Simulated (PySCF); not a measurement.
System: C$_{6}$H$_{6}$N, net charge 0, doublet state. It need not be the lowest isomer of its formula. 
Coordinates optimised at B3LYP-D3(BJ)/def2-TZVP (Ansatz):
```xyz
13

C     -1.6736    -0.9708     0.4533
C     -1.7909     0.5244     0.4096
C     -0.5953     1.1058     0.0912
C      0.3967     0.1288    -0.1026
C     -0.1883    -1.2486     0.1060
C      1.7303     0.3670    -0.4379
N      2.8432     0.5405    -0.7165
H     -2.3554    -1.4456    -0.2585
H     -1.9434    -1.3637     1.4381
H     -2.7089     1.0585     0.6067
H     -0.4193     2.1676    -0.0029
H      0.3322    -1.7788     0.9070
H     -0.0805    -1.8609    -0.7923
```
Charge 0, spin multiplicity 2.

Dispersion corrections to the total energy (kcal/mol) from the dftd3 and dftd4 libraries through PySCF: D3(BJ) without and D4 with the three-body term, each with the damping fitted for the functional named.

```tsv
functional	D3(BJ)	D4
PBE0	-6.42	[?]
BP86	-11.56	[?]
TPSS	[?]	-9.64
B2GP-PLYP	-4.32	-3.00
TPSSh	-8.58	-8.77
BHLYP	-9.80	-8.00
B2PLYP	-5.82	-4.99
```

### Question
Fill in the missing entries.

### Answer

- PBE0, D4: -5.99
- BP86, D4: -9.39
- TPSS, D3(BJ): -9.36
